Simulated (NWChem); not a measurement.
The numbers come from NWChem runs, not from measurements. System: CH3NOSi, charge 0, spin multiplicity 1, at a geometry optimised with B3LYP/def2-SVP. The structure started from a generated list of species. Level: B3LYP/aug-cc-pVTZ, VWN1-RPA local correlation.

Job file:

```
start mol
memory heap 200 mb stack 900 mb global 1100 mb
geometry units angstroms nocenter noautoz
  N     -2.303226    -0.596903     0.000000
  C     -1.286656    -0.030740     0.000000
  O     -0.182610     0.624626     0.000000
  Si     1.417144    -0.012128     0.000000
  H      1.595675    -0.829509     1.225853
  H      2.272035     1.194564     0.000000
  H      1.595675    -0.829509    -1.225853
  symmetry group Cs
end
basis spherical
  * library aug-cc-pvtz
end
dft
  xc b3lyp
  semidirect memsize 60000000 filesize 0
  iterations 100
end
task dft energy
```

Part of the output:

```
             Northwest Computational Chemistry Package (NWChem) 7.3.0
             --------------------------------------------------------

                                NWChem Input Module
                                -------------------

 Scaling coordinates for geometry "geometry" by  1.889725989
 (inverse scale =  0.529177249)

 Turning off AUTOSYM since
 SYMMETRY directive was detected!

                             Geometry "geometry" -> ""
                             -------------------------

 Output coordinates in angstroms (scale by  1.889725989 to convert to a.u.)

  No.       Tag          Charge          X              Y              Z
 ---- ---------------- ---------- -------------- -------------- --------------
    1 N                    7.0000    -2.30322600    -0.59690300     0.00000000
    2 C                    6.0000    -1.28665600    -0.03074000     0.00000000
    3 O                    8.0000    -0.18261000     0.62462600     0.00000000
    4 Si                  14.0000     1.41714400    -0.01212800     0.00000000
    5 H                    1.0000     1.59567500    -0.82950900     1.22585300
    6 H                    1.0000     2.27203500     1.19456400     0.00000000
    7 H                    1.0000     1.59567500    -0.82950900    -1.22585300

 Effective nuclear repulsion energy (a.u.)     141.5674573352

            Nuclear Dipole moment (a.u.)
            ----------------------------
        X                 Y               Z
 ---------------- ---------------- ----------------
     0.0000056692     0.0000018897     0.0000000000

      Symmetry information
      --------------------

 Group name             Cs
 Group number              2
 Group order               2
 No. of unique centers     6

      Symmetry unique atoms

     1    2    3    4    5    6


 Summary of "ao basis" -> "" (spherical)
 ------------------------------------------------------------------------------
       Tag                 Description            Shells   Functions and Types
 ---------------- ------------------------------  ------  ---------------------
[...]
 Vector   19  Occ=2.000000D+00  E=-3.113186D-01  Symmetry=a"
              MO Center= -1.4D+00, -2.0D-01, -9.3D-16, r^2= 2.3D+00
   Bfn.  Coefficient  Atom+Function         Bfn.  Coefficient  Atom+Function
  ----- ------------  ---------------      ----- ------------  ---------------
    11      0.296276  1 N  pz                 8      0.246463  1 N  pz
   103     -0.239168  3 O  pz                14      0.215991  1 N  pz
    57      0.202595  2 C  pz               106     -0.201210  3 O  pz
   100     -0.197197  3 O  pz                54      0.167205  2 C  pz
    60      0.096228  2 C  pz               109     -0.050076  3 O  pz

 Vector   20  Occ=0.000000D+00  E=-5.209376D-02  Symmetry=a'
              MO Center=  1.3D+00, -7.6D-02, -4.8D-14, r^2= 6.1D+00
   Bfn.  Coefficient  Atom+Function         Bfn.  Coefficient  Atom+Function
  ----- ------------  ---------------      ----- ------------  ---------------
   157      0.387357  4 Si px               154      0.240295  4 Si px
   148      0.228395  4 Si px               143     -0.211025  4 Si s
    97     -0.192132  3 O  s                 94      0.175221  3 O  s
    96      0.172299  3 O  s                215     -0.138664  6 H  s
   144      0.120200  4 Si s                 51      0.108164  2 C  s

 Vector   21  Occ=0.000000D+00  E=-2.074988D-02  Symmetry=a'
              MO Center=  2.3D+00, -1.2D-01,  1.2D-13, r^2= 1.3D+01
   Bfn.  Coefficient  Atom+Function         Bfn.  Coefficient  Atom+Function
  ----- ------------  ---------------      ----- ------------  ---------------
   144      1.938104  4 Si s                192     -0.821549  5 H  s
   238     -0.821549  7 H  s                143      0.798332  4 Si s
    97     -0.778861  3 O  s                215     -0.765556  6 H  s
    51     -0.591110  2 C  s                107     -0.400978  3 O  px
   154     -0.355580  4 Si px               141      0.280506  4 Si s

 Vector   22  Occ=0.000000D+00  E= 1.568231D-03  Symmetry=a"
              MO Center=  1.6D+00,  8.2D-01, -7.5D-14, r^2= 8.4D+00
   Bfn.  Coefficient  Atom+Function         Bfn.  Coefficient  Atom+Function
  ----- ------------  ---------------      ----- ------------  ---------------
   192     -2.036812  5 H  s                238      2.036812  7 H  s
   159      1.964533  4 Si pz                63     -0.391110  2 C  pz
    17      0.247189  1 N  pz               161      0.157081  4 Si d -1
   224      0.151145  6 H  pz                14      0.125463  1 N  pz
   200      0.120940  5 H  py               246     -0.120940  7 H  py

 center of mass
 --------------
 x =  -0.14133037 y =   0.01180690 z =   0.00000000

 moments of inertia (a.u.)
 ------------------
          61.052260016689         -62.573184883342           0.000000000000
         -62.573184883342         585.028662575375           0.000000000000
           0.000000000000           0.000000000000         624.447781710166

     Multipole analysis of the density
     ---------------------------------

     L   x y z        total         alpha         beta         nuclear
     -   - - -        -----         -----         ----         -------
     0   0 0 0      0.000000    -19.000000    -19.000000     38.000000

     1   1 0 0      1.903845      0.951920      0.951920      0.000006
     1   0 1 0      0.322192      0.161095      0.161095      0.000002
     1   0 0 1      0.000000      0.000000      0.000000      0.000000

     2   2 0 0    -27.930298   -166.992903   -166.992903    306.055508
     2   1 1 0     -2.459746    -16.897280    -16.897280     31.334813
     2   1 0 1      0.000000      0.000000      0.000000      0.000000
     2   0 2 0    -23.998951    -27.044719    -27.044719     30.090487
     2   0 1 1     -0.000000     -0.000000     -0.000000      0.000000
     2   0 0 2    -22.899867    -16.816228    -16.816228     10.732588

 Task  times  cpu:      286.0s     wall:      286.0s

 Total times  cpu:      286.0s     wall:      286.0s
```
